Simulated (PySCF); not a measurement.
Se: ionisation energy

Se [Ar] 3d10 4s2 4p4 (3P) → Se⁺ [Ar] 3d10 4s2 4p3 (4S), as a difference of total energies. Computed with PySCF 2.14 in aug-cc-pwCVDZ-PP with ECP10MDF (6s5p4d1f, 48 functions), with a scalar-relativistic core potential. Correlated levels: valence: 3s2 3p6 3d10 frozen; valence and next inner shell: nothing frozen outside the core potential. The calculations carry no spin-orbit coupling.

Q: Order these methods by the ionisation energy they give, lowest first.
A. PBE
B. MP2 (valence)
C. PBEsol
D. MP2 (valence and next inner shell)

A: B (9.010 eV), D (9.054 eV), C (9.565 eV), A (9.589 eV).

Errors of the correlated levels include the incompleteness of this basis and the frozen core.

For comparison: 9.635 eV (measured; NIST levels, between the centres of gravity of the two terms).
